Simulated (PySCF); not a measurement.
Geometry:
| atom | x (Å) | y (Å) | z (Å) |
| --- | --- | --- | --- |
| Cl1 | 4.168 | 0.366 | 1.345 |
| C2 | 3.476 | 0.187 | -0.307 |
| Cl3 | 4.051 | -1.368 | -1.008 |
| C4 | 2.048 | 0.207 | -0.250 |
| C5 | 0.844 | 0.167 | -0.160 |
| C6 | -0.539 | 0.093 | -0.036 |
| C7 | -1.507 | 0.868 | -0.560 |
| C8 | -2.799 | 0.285 | -0.065 |
| Si9 | -1.767 | -1.053 | 0.871 |
| H10 | 3.898 | 0.987 | -0.918 |
| H11 | -1.409 | 1.731 | -1.202 |
| H12 | -3.449 | -0.054 | -0.872 |
| H13 | -3.377 | 0.986 | 0.537 |
| H14 | -1.870 | -2.419 | 0.368 |
| H15 | -1.772 | -0.974 | 2.328 |

Isolated molecule, one conformer, non-relativistic, equivalent nuclei averaged. GIAO PBE0/pcSseg-1 shieldings; geometry from GFN2-xTB; PySCF.

Shifts are taken against calculated references (same method and geometry level): TMS for $^{13}$C.

Problem. Do the $^{13}$C shifts follow the atomic charges (in e)? Tabulate both.

Solution. 
| atoms | hybridisation | δ (ppm) | σ para (ppm) | Hirshfeld | IAO | Mulliken | ESP-fitted |
| --- | --- | --- | --- | --- | --- | --- | --- |
| C7 | sp2 | 169.8 | -236 | -0.01 | -0.08 | -0.08 | +0.01 |
| C6 | sp2 | 133.0 | -210 | -0.09 | -0.29 | -0.56 | -0.02 |
| C5 | sp | 99.5 | -155 | -0.03 | +0.01 | +0.41 | -0.35 |
| C4 | sp | 94.4 | -171 | -0.08 | -0.08 | +0.00 | +0.31 |
| C2 | sp3 | 73.0 | -129 | +0.04 | -0.09 | -0.38 | -0.50 |
| C8 | sp3 | 20.1 | -89 | -0.16 | -0.54 | -0.47 | -0.62 |

Correlation coefficients of δ with charge over these carbons: Hirshfeld +0.44, IAO +0.56, Mulliken +0.23, ESP-fitted +0.65; with the paramagnetic shielding -0.98. With so few points, grouped by hybridisation, these coefficients are fragile. Charge is one influence among several: hybridisation and low-lying excitations act through the paramagnetic term.

Carbons that carry Cl, above all several Cl atoms, come out too deshielded, partly because spin–orbit coupling is missing. Shifts are as computed. Against solution values, carbons near 30 ppm lie about +3 ppm off and those near 130 ppm about +5 ppm; carbons on Cl a further +6 ppm. Of 1309 compounds with measured shifts, 239 miss one by over three times the rms of a fit or turn the order of signals round; such compounds aren't used in these exercises.
